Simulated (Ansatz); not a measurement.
Reactions of Cl₂H₅NO₂Si₂ (`O[SiH](O)N[SiH](Cl)Cl`).

Calculated with Ansatz (gas phase, PBE0-D4/def2-TZVP geometries, no zero-point term in ΔE). CCSD(T)/CBS is the MP2 limit (def2-TZVPP, def2-QZVPP) plus CCSD(T) − MP2 in def2-TZVPP, frozen cores. This one scheme is used for every species, atoms too. Functionals use def2-TZVPP. Open shells (•) are unrestricted, without spin–orbit coupling. Spin–orbit coupling would lower the free atoms: a little for Cl, O, Si. One conformer a species, not always the lowest.

```tsv
reaction	B2PLYP (kJ/mol)	CCSD(T)/CBS(def2) (kJ/mol)
`O[SiH](O)N[SiH](Cl)Cl` → `O[Si@@H](Cl)N[Si@@H](O)Cl`	-7	-6
`O[SiH](O)N[SiH](Cl)Cl` + `O[SiH2]S` → `O[SiH2]S[SiH](Cl)Cl` + `N[SiH](O)O`	10	6
`O[SiH](O)N[SiH](Cl)Cl` + H–F → `F[SiH](Cl)Cl` + `N[SiH](O)O`	-76	-63
`O[SiH](O)N[SiH](Cl)Cl` + `O[SiH](O)S` → `O[SiH](O)S[SiH](O)O` + `N[SiH](Cl)Cl`	-3	-3
`O[SiH](O)N[SiH](Cl)Cl` + H₂ → `O[SiH](O)N[SiH2]Cl` + HCl	78	82
`O[SiH](O)N[SiH](Cl)Cl` + `N[Si](F)(F)F` → `O[SiH](O)N[Si](F)(F)F` + `N[SiH](Cl)Cl`	-4	-2
`O[SiH](O)N[SiH](Cl)Cl` → 2 Cl• + 5 H• + N• + 2 O• + 2 Si•	4394	4489
`O[SiH](O)N[SiH](Cl)Cl` + `O[SiH](O)F` → `O[SiH](O)O[SiH](O)F` + `N[SiH](Cl)Cl`	-62	-58
`O[SiH](O)N[SiH](Cl)Cl` → `N[SiH](Cl)Cl` + `O[Si]O`	199	214
`O[SiH](O)N[SiH](Cl)Cl` + `F[SiH3]` → `F[SiH2][SiH](Cl)Cl` + `N[SiH](O)O`	88	90
```

Largest T1 diagnostic: 0.015, for `O[Si]O`.
